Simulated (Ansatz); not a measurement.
Two isomers of CH6BFO2Si: A = `COB(F)O[SiH3]`, B = `CO[SiH2]B(O)F`.

Gas-phase electronic energies from Ansatz, PBE0-D4/def2-TZVP geometries. CCSD(T)/CBS is the MP2 limit (def2-TZVPP, def2-QZVPP) plus CCSD(T) − MP2 in def2-TZVPP, frozen cores. DFT in def2-TZVPP. B3LYP here is the variant with VWN-RPA as its local correlation; programs differ in this. Each species was taken in one conformer, which may not be the lowest.

A:

```xyz
12

C     1.704   -1.420    0.010
O     0.679   -0.449    0.096
B    -0.432   -0.480   -0.673
F    -0.621   -1.448   -1.572
O    -1.379    0.475   -0.545
Si   -1.445    1.789    0.459
H     1.486   -2.172   -0.751
H     1.810   -1.908    0.980
H     2.643   -0.919   -0.237
H    -1.425    1.355    1.878
H    -2.719    2.481    0.159
H    -0.301    2.697    0.196
```

B:

Z-matrix (Å, degrees):
```
C
O 1 1.410
H 1 1.091 2 108.5
H 1 1.096 2 111.3 3 -119.4
H 1 1.096 2 111.2 3 119.4
Si 2 1.659 1 123.2 3 179.4
B 6 2.029 2 100.2 1 -180.0
H 6 1.493 2 110.4 1 59.0
H 6 1.493 2 110.4 1 -58.9
O 7 1.347 6 118.7 2 -0.1
F 7 1.327 6 124.0 2 179.9
H 10 0.964 7 111.3 6 0.0
```

(1) Which isomer does CCSD(T)/CBS put lower? Give the gap. (Best estimate.)

(2) Give E(B) − E(A) in kJ/mol with r2SCAN-D4, B3LYP-D4, B3LYP, ωB97M-V, B2PLYP, HF/def2-TZVPP, CCSD/def2-TZVPP. (An estimate is asked.)

Largest T1 diagnostic: 0.013.

## Answers

(1) Ansatz gave: A, by 147.2 kJ/mol.

(2) The calculation gave: r2SCAN-D4 145.5, B3LYP-D4 147.2, B3LYP 147.9, ωB97M-V 148.2, B2PLYP 150.3, HF/def2-TZVPP 177.5, CCSD/def2-TZVPP 153.0. None reverses the order clearly.

In def2-TZVPP, CCSD(T) changes the Hartree–Fock value by −28.6 kJ/mol (the triples alone add −4.1 kJ/mol) and MP2 by −26.0 kJ/mol. From PBE to PBE0 (25 % exact exchange), in def2-TZVPP and without D4, E(B) − E(A) moves by +11.2 kJ/mol.
